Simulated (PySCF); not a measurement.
C₂H₆ClFSi₂, SMILES Cl[Si@@H]1[SiH2]C[C@@H]1F. Geometry optimised at B3LYP-D3(BJ)/def2-SVP. The structure was generated by enumeration; whether it is a known compound was not checked.

**Question.** Give the equilibrium geometry at B3LYP-D3(BJ)/def2-SVP (PySCF confirms it by a frequency run) as Cartesian coordinates in Å. (An estimate is asked for; the answer gives what the named calculation found.)

**Answer.** 
```xyz
12

F      0.3952    -2.3024    -0.4531
C     -0.1398    -1.0978    -0.8671
C     -1.5338    -0.7995    -0.2811
Si    -1.5297     1.1198    -0.4603
Si     0.7436     0.5494    -0.3841
Cl     1.4066     0.4564     1.5913
H     -0.2083    -1.1182    -1.9743
H     -1.5097    -1.0152     0.8013
H     -2.3528    -1.3819    -0.7304
H     -2.1747     1.8706     0.6495
H     -2.0450     1.5937    -1.7768
H      1.8680     1.0286    -1.2327
```
